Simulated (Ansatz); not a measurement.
Gas-phase electronic energies from Ansatz, PBE0-D4/def2-TZVP geometries. CBS: MP2 limit from def2 TZ/QZ plus the TZ coupled-cluster correction, frozen cores. This one scheme is used for every species. DFT in def2-TZVPP. Each species was taken in one conformer, which may not be the lowest.

Reaction (cleavage of the Si–B bond): `C[SiH2]B[SiH3]` + H₂S → `[SiH3]S` + `B[SiH2]C`

`C[SiH2]B[SiH3]`:

Cartesian coordinates in Å:
```
C 1.675 0.264 0.964
Si 1.002 0.741 -0.720
B -0.788 -0.040 -1.180
Si -2.026 -0.820 0.190
H 0.959 0.508 1.751
H 1.875 -0.809 1.012
H 2.609 0.789 1.177
H 2.020 0.458 -1.773
H 0.739 2.217 -0.758
H -1.126 -0.042 -2.329
H -1.604 -2.253 0.291
H -3.471 -0.793 -0.166
H -1.864 -0.219 1.543
```

H₂S:

```xyz
3

S    -0.356    0.451   -0.231
H    -0.519   -0.870   -0.069
H     0.875    0.419    0.300
```

`[SiH3]S`:

Z-matrix (Å, degrees):
```
Si
S 1 2.137
H 1 1.485 2 111.6
H 1 1.485 2 111.6 3 -122.0
H 1 1.482 2 104.8 3 119.0
H 2 1.344 1 94.7 3 60.9
```

`B[SiH2]C`:

```xyz
10

B     1.423    0.897   -0.784
Si   -0.460    0.358   -0.334
C    -0.641   -1.032    0.912
H     2.392    0.421   -0.267
H     1.610    1.748   -1.606
H    -1.150   -0.012   -1.608
H    -1.148    1.585    0.175
H    -0.170   -0.764    1.861
H    -1.692   -1.256    1.105
H    -0.163   -1.944    0.546
```

```tsv
level	ΔE (kcal/mol)
B2PLYP	-15.7
r2SCAN	-14.4
```

(1) What does CCSD(T)/CBS give? (An estimate is asked.)

Largest T1 diagnostic among the species: 0.013.

Answers

(1) Computed: -14.8 kcal/mol. The listed levels differ from it by -0.9, 0.4 kcal/mol.

The D4 term adds +1.1 kcal/mol with B3LYP and +0.7 kcal/mol with PBE0; it sums over pairs of atoms, weighted by their polarisabilities, and B3LYP, whose exchange is more repulsive, gets the larger term. From PBE to PBE0 (25 % exact exchange), in def2-TZVPP and without D4, ΔE moves by −1.2 kcal/mol. In def2-TZVPP, CCSD(T) changes the Hartree–Fock value by +4.0 kcal/mol (the triples alone add +0.3 kcal/mol) and MP2 by +1.8 kcal/mol.

B3LYP here is the variant with VWN-RPA as its local correlation; programs differ in this.
